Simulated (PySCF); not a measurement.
GaF, SMILES [Ga][F] (connectivity only; charge and spin as stated), neutral, multiplicity 1. Atoms are numbered in the order given.

```xyz
2

Ga     0.0000     0.0000    -0.4056
F      0.0000     0.0000     1.3971
```
Charge 0, spin multiplicity 1.

Geometry: B3LYP-D3(BJ)/def2-TZVPD.

Level of theory: PySCF with PBE/def2-TZVPD.

The total energy is -2024.41787 hartree and the point group is C∞v. The highest occupied level is -6.83 eV and the lowest empty level comes out as -2.18 eV. The orbital gap is 4.64 eV and the dipole moment is 2.31 D. The quadrupole, principal values (traceless, Buckingham form, about the centre of nuclear charge) comes out as -6.37, 3.19, 3.19 D·Å, the mean static polarisability is 34.2 bohr³ (5.06 Å³) and the polarisability, principal values is 32.5, 32.5, 37.6 bohr³.
